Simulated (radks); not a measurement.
The numbers below are computed, except where a source is named.
Task: The mean radii <r> (bohr) of the occupied orbitals of an atom or ion are listed with their occupations. Level of theory: scalar-relativistic Kohn-Sham, BLYP, spin-unpolarised, spherical densities, point nucleus (a radial shooting solver on a logarithmic mesh with Libxc functionals).

orbital  occ.      <r>
1s          2  0.05031
2s          2   0.2262
2p          6   0.1982
3s          2   0.6776
3p          6   0.7063
3d          9   0.8219

Name the element and its charge.

Result: Z = 30, zinc, charge +3: Zn3+ in [Ar] 3d9. The 1s radius gives Z: for a bare nucleus <r> = (2 gamma + 1)/(2Z) with gamma = sqrt(1 - (Z/c)^2), 0.04919 bohr for Z = 30, and screening makes it slightly larger (0.05031 here). The occupations add up to 27, and the charge is Z minus that.
